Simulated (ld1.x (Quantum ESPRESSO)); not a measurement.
# Reading a pseudo-wave (magnesium)

Columns: radius, all-electron u(r) and pseudo u(r) of the 2s shell (level -79.28 eV) of magnesium in the configuration [He] 2s2 2p6 3s2 3p0; LDA (PZ), scalar-relativistic, PAW scheme, ld1.x (Quantum ESPRESSO) 7.5.

```csv
r (bohr),all-electron,pseudo
0.075,0.5553,-0.1556
0.150,0.2035,-0.3057
0.225,-0.3047,-0.4453
0.300,-0.7285,-0.5696
0.375,-1.0137,-0.6750
0.450,-1.1712,-0.7585
0.525,-1.2302,-0.8186
0.600,-1.2205,-0.8547
0.675,-1.1662,-0.8674
0.750,-1.0856,-0.8584
0.825,-0.9915,-0.8303
0.900,-0.8928,-0.7864
0.975,-0.7950,-0.7305
1.050,-0.7018,-0.6665
1.125,-0.6151,-0.5983
1.200,-0.5360,-0.5295
1.275,-0.4649,-0.4630
1.350,-0.4015,-0.4013
1.425,-0.3457,-0.3457
1.500,-0.2967,-0.2967
1.575,-0.2541,-0.2541
1.650,-0.2171,-0.2171
1.725,-0.1852,-0.1852
1.800,-0.1577,-0.1577
1.875,-0.1341,-0.1341
1.950,-0.1139,-0.1139
```

Task: How many radial nodes do the two functions have?

Result: The all-electron 2s function has n − l − 1 = 1; the pseudo-wave has 0, since the states of the same l below it are removed with the core.

Task: At about which radius was the pseudo-wave matched?

Result: 1.50 bohr. The columns agree to 0.0005 from 1.35 bohr on; several derivatives are matched, so the curves merge somewhat inside the radius.

Task: Where does each function peak?

Result: Outermost all-electron maximum near 0.53 bohr, pseudo maximum near 0.68 bohr (to the table’s step).

Task: Is the pseudo-wave norm-conserving?

Result: No, it belongs to a PAW set: the norm inside the radius is not constrained, and the difference is carried by the augmentation charge.
